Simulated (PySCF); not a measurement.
## Where the electron goes

Styrene, C8H8.
Z-matrix (Å and degrees, GFN2-xTB geometry), rows numbered from 1:
```
C 
C   1  1.3277
C   2  1.4584  1  126.90
C   3  1.3962  2  118.81  1   179.91
C   4  1.3815  3  121.08  2   179.93
C   5  1.3847  4  120.08  3     0.06
C   6  1.3855  5  119.54  4    -0.04
C   7  1.3812  6  120.41  5    -0.03
H   1  1.0767  2  122.90  3    -0.07
H   1  1.0768  2  121.30  3   179.96
H   2  1.0839  1  118.75  3  -179.97
H   4  1.0813  3  119.27  2    -0.05
H   5  1.0804  4  119.91  3  -179.96
H   6  1.0801  5  120.24  4   179.97
H   7  1.0805  6  119.91  5  -179.98
H   8  1.0791  3  119.93  2     0.03
```

Theory: PySCF 2.14.0, density-fitted response routines, TDDFT wB97X-D/def2-SVPD, vertical, gas phase, core orbitals frozen in the response.

Kohn–Sham orbitals with the atoms that hold most of them (Löwdin shares over 4%, at most four atoms; ? is withheld):

| orbital | ε (eV) | atoms |
| --- | --- | --- |
| LUMO+2 | 2.53 | C1 12%, C2 11%, C4 9%, C5 8% |
| LUMO+1 | 1.51 | C7 21%, C4 20%, C5 16%, C8 15% |
| LUMO | 0.58 | ? |
| HOMO | -8.32 | C1 21%, C6 15%, C3 15%, C2 14% |
| HOMO-1 | -9.20 | ? |
| HOMO-2 | -10.71 | C2 25%, C1 19%, C6 14%, C3 12% |
| HOMO-3 | -11.53 | C8 13%, C3 13%, C7 11%, C4 8% |

Question: Which atoms hold the HOMO-1, and with what shares?

Answer: C7 (bonded to 2 C and H) 21%; C4 (bonded to 2 C and H) 20%; C8 (bonded to 2 C and H) 20%; C5 (bonded to 2 C and H) 20%.

Question: Which atoms hold the LUMO, and with what shares?

Answer: C1 (bonded to C and 2 H) 18%; C2 (bonded to 2 C and H) 15%; C3 (bonded to 3 C) 13%; C6 (bonded to 2 C and H) 13%.

Question: The HOMO–LUMO gap is 8.91 eV. Where does the response calculation put the lowest singlet, and from which orbitals?

Answer: S1 is at 5.08 eV (f = 0.164), 3.83 eV below the gap, made of HOMO→LUMO (46%), HOMO→LUMO+1 (28%), HOMO-1→LUMO (20%). Without the coupling terms of the response equations the lowest excitation would equal the gap.

Next come S2 at 5.25 eV (f 0.221), HOMO→LUMO (48%), HOMO-1→LUMO (30%), HOMO→LUMO+1 (18%); S3 at 6.41 eV (f 0.287), HOMO→LUMO+1 (50%), HOMO-1→LUMO (43%); S4 at 6.70 eV (f 0.468), HOMO-1→LUMO+1 (79%), HOMO-2→LUMO (8%); S5 at 6.96 eV (f 0.015), HOMO→LUMO+2 (88%).

Löwdin shares depend on the basis, the more so with diffuse functions.

One conformer stands for the species.
